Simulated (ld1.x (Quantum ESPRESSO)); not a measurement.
**Reading a pseudo-wave (carbon (C))**

Columns: radius, all-electron u(r) and pseudo u(r) of the 2s shell (level -13.88 eV) of carbon in the configuration [He] 2s1.5 2p2.5; PBEsol, scalar-relativistic, TM scheme, ld1.x (Quantum ESPRESSO) 7.5.

| r (bohr) | all-electron | pseudo |
| --- | --- | --- |
| 0.110 | 0.3404 | -0.0690 |
| 0.220 | 0.2878 | -0.1415 |
| 0.330 | 0.0956 | -0.2210 |
| 0.440 | -0.1257 | -0.3103 |
| 0.550 | -0.3290 | -0.4102 |
| 0.660 | -0.4971 | -0.5171 |
| 0.770 | -0.6264 | -0.6216 |
| 0.880 | -0.7184 | -0.7111 |
| 0.990 | -0.7775 | -0.7744 |
| 1.100 | -0.8093 | -0.8089 |
| 1.210 | -0.8193 | -0.8193 |
| 1.320 | -0.8123 | -0.8123 |
| 1.430 | -0.7928 | -0.7928 |
| 1.540 | -0.7641 | -0.7641 |
| 1.650 | -0.7291 | -0.7291 |
| 1.760 | -0.6901 | -0.6901 |
| 1.870 | -0.6488 | -0.6488 |
| 1.980 | -0.6066 | -0.6066 |
| 2.090 | -0.5644 | -0.5644 |
| 2.200 | -0.5231 | -0.5231 |
| 2.310 | -0.4831 | -0.4831 |
| 2.420 | -0.4448 | -0.4448 |
| 2.530 | -0.4085 | -0.4085 |
| 2.640 | -0.3742 | -0.3742 |
| 2.750 | -0.3422 | -0.3422 |
| 2.860 | -0.3123 | -0.3123 |

Task: How many radial nodes do the two functions have?

Result: The all-electron 2s function has n − l − 1 = 1; the pseudo-wave has 0, since the states of the same l below it are removed with the core.

Task: At about which radius was the pseudo-wave matched?

Result: 1.25 bohr. The columns agree to 0.0005 from 1.10 bohr on; several derivatives are matched, so the curves merge somewhat inside the radius.

Task: Where does each function peak?

Result: Outermost all-electron maximum near 1.21 bohr, pseudo maximum near 1.21 bohr (to the table’s step).

Task: Is the pseudo-wave norm-conserving?

Result: Yes: the TM scheme keeps the norm inside the radius equal to the all-electron one, which fixes the energy derivative of the logarithmic derivative at the level.
